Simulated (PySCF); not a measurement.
Heteronuclear NMR

Molfile (atoms numbered from 1):
```
C5H4F2
     RDKit          3D

 11 10  0  0  0  0  0  0  0  0999 V2000
    2.4557    0.0283   -0.0165 C   0  0  0  0  0  0  0  0  0  0  0  0
    1.0251    0.1368   -0.1307 C   0  0  0  0  0  0  0  0  0  0  0  0
   -0.1741    0.2088   -0.2071 C   0  0  0  0  0  0  0  0  0  0  0  0
   -1.5722    0.3212   -0.3270 C   0  0  0  0  0  0  0  0  0  0  0  0
   -2.0205    1.2286   -1.2249 F   0  0  0  0  0  0  0  0  0  0  0  0
   -2.4874   -0.3720    0.3503 C   0  0  0  0  0  0  0  0  0  0  0  0
   -2.1387   -1.2906    1.2588 F   0  0  0  0  0  0  0  0  0  0  0  0
    2.9360    0.6546   -0.7675 H   0  0  0  0  0  0  0  0  0  0  0  0
    2.7611   -1.0071   -0.1655 H   0  0  0  0  0  0  0  0  0  0  0  0
    2.7733    0.3517    0.9745 H   0  0  0  0  0  0  0  0  0  0  0  0
   -3.5529   -0.2577    0.2298 H   0  0  0  0  0  0  0  0  0  0  0  0
  1  2  1  0
  2  3  3  0
  3  4  1  0
  4  5  1  0
  4  6  2  0
  6  7  1  0
  1  8  1  0
  1  9  1  0
  1 10  1  0
  6 11  1  0
M  END
```

Theoretical values (PySCF): spin–spin couplings from B3LYP/pcJ-1 (spin–dipole term only in couplings to heteroatoms), σ from GIAO-PBE0/pcSseg-1, geometry: GFN2-xTB. Relativity neglected, one computed conformer, gas phase, averaged over atoms made equivalent by symmetry, fast rotation or ring inversion.

**Question.** Where does ¹⁹F resonate?

**Answer.** 
```json
{"atoms": "F5", "environment": "vinylic fluorine", "σ (ppm)": "338.9", "δ (ppm)": "-159.9"}
{"atoms": "F7", "environment": "vinylic fluorine", "σ (ppm)": "344.8", "δ (ppm)": "-165.2"}
```

Shieldings were converted by a linear fit to measured shifts: ¹⁹F: δ = 146.13 − 0.903σ +14.6 on sp3 carbon (rms 6.0 ppm, 223 shifts, 7.0 ppm with the 5 outliers that the fit left out vs CFCl3, solution or neat liquid). Occasional misses reach two or three times the rms, and more in compound classes unlike the fitted ones. Couplings are scaled by factors fitted to measured values: ²J(H,H) × 0.95 (rms 1.3 Hz), ¹J(C,F) × 0.77 (rms 8.7 Hz), ²J(C,F) × 1.14 (rms 1.9 Hz, 10.1 with 1 outliers), ³J(C,F) × 1.46 (rms 1.5 Hz); all others are unscaled and can be 10–30 % off.

Couplings (the largest are listed; each averaged over equivalent pairs): ¹J(C6,F7) = -256.7 Hz, ¹J(C4,F5) = -228.4 Hz, ²J(F7,H11) = 82.2 Hz, ²J(F5,C6) = 80.3 Hz, ²J(C3,F5) = 38.4 Hz, ²J(C4,F7) = 36.9 Hz, ³J(F5,F7) = -182.0 Hz, ³J(C3,F7) = -13.9 Hz, ³J(C2,F5) = 5.3 Hz.

On a 500 MHz spectrometer ¹⁹F resonates near 470.5 MHz, so 1 ppm is 470.5 Hz.
